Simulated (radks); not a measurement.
Ar2+, configuration [Ne] 3s2 3p4. Method: scalar-relativistic Kohn-Sham, exchange-only PBE, spin-polarised, spherical densities, finite nucleus; open shells are filled with parallel spins first; Fermi nuclear charge, rms radius 3.4274 fm; computed with a radial shooting solver on a logarithmic mesh with Libxc functionals.

Local quantities along the radius. ELF = 1/(1 + alpha^2) is the electron localisation function; alpha = (tau - tau_W)/tau_unif compares the Pauli kinetic energy density with that of the uniform gas (summed over spins); r v_xc is r times the local exchange-correlation potential of spin up (hartree bohr). tau is taken from the large components.

r (bohr)    ELF    alpha    r v_xc
0.003621  1.000  0.01190  -0.09241
0.004715  1.000  0.01238   -0.1075
0.006139  1.000  0.01315   -0.1268
0.007994  1.000  0.01430   -0.1510
0.01041   1.000  0.01602   -0.1809
0.01355   1.000  0.01866   -0.2171
0.01751   0.999  0.02266   -0.2585
0.0228    0.999  0.02945   -0.3072
0.02969   0.998  0.04150   -0.3603
0.03866   0.996  0.06487   -0.4141
0.05034   0.987   0.1153   -0.4627
0.06555   0.947   0.2376   -0.4985
0.08535   0.764   0.5552   -0.5168
0.1111    0.390    1.249   -0.5218
0.1447    0.241    1.776   -0.5291
0.1884    0.407    1.207   -0.6248
0.2454    0.717   0.6282   -0.7588
0.3195    0.849   0.4223   -0.8359
0.4127    0.839   0.4388   -0.8216
0.5374    0.535   0.9317   -0.7206
0.6998    0.114    2.782   -0.6071
0.9112    0.322    1.451   -0.7377
1.186     0.829   0.4542   -0.9020
1.545     0.874   0.3799   -0.8755
2.012     0.757   0.5663   -0.7036
2.62      0.394    1.239   -0.5404
3.411     0.058    4.019   -0.4481
4.441     0.002    21.43   -0.2358
5.783     0.000    216.8  -0.07615

On this mesh the ELF has minima near r = 0.14, 0.70 bohr, which separate the shells, and maxima near 0.36 (0.86), 1.4 (0.88).
